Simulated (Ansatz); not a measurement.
Relaxation of BFH4O2S (9 atoms, charge 0, multiplicity 1), to a largest force component of 0.03 eV/Å in at most 50 steps.

Computed with RHF/def2-SVP in Ansatz.

```xyz
9
Properties=species:S:1:pos:R:3
B -0.017 -0.276 0.195
O -0.266 -0.646 1.500
H -1.145 -0.928 1.691
F 1.233 0.007 -0.101
O -0.916 -0.262 -0.802
H -1.821 -0.396 -0.578
S -0.161 2.575 1.408
H 1.070 2.661 0.901
H 0.107 1.447 2.135
```

Where does it end, and by what steps?

It converged. After 11 steps the energy has fallen by 0.175 eV; H9 moved furthest, 0.83 Å.

```
step  energy less start (eV)  largest force component (eV/Å)  accepted
   0                  0.0000                           1.026       yes
   1                 -0.1224                           0.576       yes
   2                 -0.0721                           1.434        no
   3                 -0.1493                           0.248       yes
   4                 -0.1592                           0.172       yes
   5                 -0.1666                           0.160       yes
   6                 -0.1727                           0.098       yes
   7                 -0.1732                           0.089       yes
   8                 -0.1740                           0.090       yes
   9                 -0.1743                           0.078       yes
  10                 -0.1746                           0.097       yes
  11                 -0.1749                           0.030       yes
```

```xyz
9
Properties=species:S:1:pos:R:3
B -0.043 -0.443 0.152
O -0.334 -0.932 1.375
H -1.235 -1.143 1.551
F 1.214 -0.117 -0.072
O -0.908 -0.281 -0.867
H -1.814 -0.477 -0.702
S -0.106 2.859 1.601
H 0.895 2.626 0.749
H 0.414 2.091 2.562
```

Whether the end is a true minimum wasn't checked by a vibrational analysis.

Time of the run: 15 s on 1 thread of Intel(R) Xeon(R) 6975P-C (Granite Rapids), with other jobs on the host, peak memory 0.19 GiB.
